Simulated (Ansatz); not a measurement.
```xyz
5

Cu    0.0000    0.0000    0.0000
F     1.7400    0.0000    0.0000
F    -1.7400    0.0000    0.0000
F     0.0000    1.7400    0.0000
F     0.0000   -1.7400    0.0000
```

Basis set: def2-SVP on F; pcseg-2 on Cu. Charge -1. Computed with Ansatz (development build ahead of 0.2.0); the lowest solution found for each multiplicity.

(1) How do the multiplicities compare at this shape? Give, from the lowest of each method, PBE0 (restricted) for 1, 3; PBE0 (unrestricted) for 1, 3; HF (unrestricted) for 1, 3; HF (restricted) for 1, 3.

## Answers

(1)

```json
{"method": "PBE0, restricted", "multiplicity": "1", "E (eV)": "0.000", "<S²>": "0.00"}
{"method": "PBE0, restricted", "multiplicity": "3", "E (eV)": "1.715", "<S²>": "2.00"}
{"method": "PBE0, unrestricted", "multiplicity": "1", "E (eV)": "0.000", "<S²>": "0.00"}
{"method": "PBE0, unrestricted", "multiplicity": "3", "E (eV)": "1.620", "<S²>": "2.01"}
{"method": "HF, unrestricted", "multiplicity": "1", "E (eV)": "0.000", "<S²>": "0.46"}
{"method": "HF, unrestricted", "multiplicity": "3", "E (eV)": "0.014", "<S²>": "2.01"}
{"method": "HF, restricted", "multiplicity": "1", "E (eV)": "0.000", "<S²>": "0.00"}
{"method": "HF, restricted", "multiplicity": "3", "E (eV)": "0.128", "<S²>": "2.00"}
```

Caution: no diffuse functions for an anion. Caution for HF, unrestricted: the unrestricted determinant is spin contaminated.
